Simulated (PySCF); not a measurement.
Isomers of C5H11FSSi, mass 150.033 u with the commonest isotopes. Level of theory: PBE0/pcSseg-1 in PySCF (dipole) on a GFN2-xTB geometry, gas phase. One conformer each, none proved a minimum here; rigid rotors.

**Question.** Order these by out-of-plane moment Σ m c² = (Ia + Ib − Ic)/2, largest first.
A. `[CH3:1][C@@H:2]1[SiH2:3][S:4][CH2:5][C@@:6]1([CH3:7])[F:8]` with C1–C2–Si3–S4 -150°, C2–Si3–S4–C5 -3°, Si3–S4–C5–C6 30°, S4–C5–C6–C7 75°
B. `[CH3:1][CH2:2][Si:3]1([CH2:4][F:5])[CH2:6][S:7][CH2:8]1` with C1–C2–Si3–C4 56°, C2–Si3–C4–F5 42°
C. `[F:1][C@:2]1([SiH3:3])[CH2:4][CH2:5][CH2:6][S:7][CH2:8]1` with F1–C2–C4–C5 -62°, C2–C4–C5–C6 -63°, C4–C5–C6–S7 66°, C5–C6–S7–C8 -57°

**Answer.** B (68.01 u·Å²), C (66.17 u·Å²), A (59.96 u·Å²).

**Question.** Order these by radius of gyration √(Σ m r²/M), smallest first.
A. `[CH3:1][CH2:2][Si:3]1([CH2:4][F:5])[CH2:6][S:7][CH2:8]1` with C1–C2–Si3–C4 56°, C2–Si3–C4–F5 42°
B. `[F:1][C@:2]1([SiH3:3])[CH2:4][CH2:5][CH2:6][S:7][CH2:8]1` with F1–C2–C4–C5 -62°, C2–C4–C5–C6 -63°, C4–C5–C6–S7 66°, C5–C6–S7–C8 -57°
C. `[CH3:1][C@@H:2]1[SiH2:3][S:4][CH2:5][C@@:6]1([CH3:7])[F:8]` with C1–C2–Si3–S4 -150°, C2–Si3–S4–C5 -3°, Si3–S4–C5–C6 30°, S4–C5–C6–C7 75°

**Answer.** C (1.969 Å), B (2.073 Å), A (2.211 Å).

**Question.** Order these by rotational constant B, smallest first.
A. `[F:1][C@:2]1([SiH3:3])[CH2:4][CH2:5][CH2:6][S:7][CH2:8]1` with F1–C2–C4–C5 -62°, C2–C4–C5–C6 -63°, C4–C5–C6–S7 66°, C5–C6–S7–C8 -57°
B. `[CH3:1][CH2:2][Si:3]1([CH2:4][F:5])[CH2:6][S:7][CH2:8]1` with C1–C2–Si3–C4 56°, C2–Si3–C4–F5 42°
C. `[CH3:1][C@@H:2]1[SiH2:3][S:4][CH2:5][C@@:6]1([CH3:7])[F:8]` with C1–C2–Si3–S4 -150°, C2–Si3–S4–C5 -3°, Si3–S4–C5–C6 30°, S4–C5–C6–C7 75°

**Answer.** B (929.7 MHz), A (996.6 MHz), C (1344 MHz).

| SMILES | point group | Ia (u·Å²) | Ib (u·Å²) | Ic (u·Å²) | κ | μa (D) | μb (D) | μc (D) |
| --- | --- | --- | --- | --- | --- | --- | --- | --- |
| F[C@]1([SiH3])CCCSC1 | C1 | 203.54 | 507.10 | 578.30 | -0.85 | 0.78 | 1.52 | 2.13 |
| C[C@@H]1[SiH2]SC[C@@]1(C)F | C1 | 265.19 | 376.15 | 521.42 | -0.20 | 0.61 | 1.44 | 0.39 |
| CC[Si]1(CF)CSC1 | C1 | 257.66 | 543.60 | 665.24 | -0.72 | 1.34 | 0.80 | 0.68 |
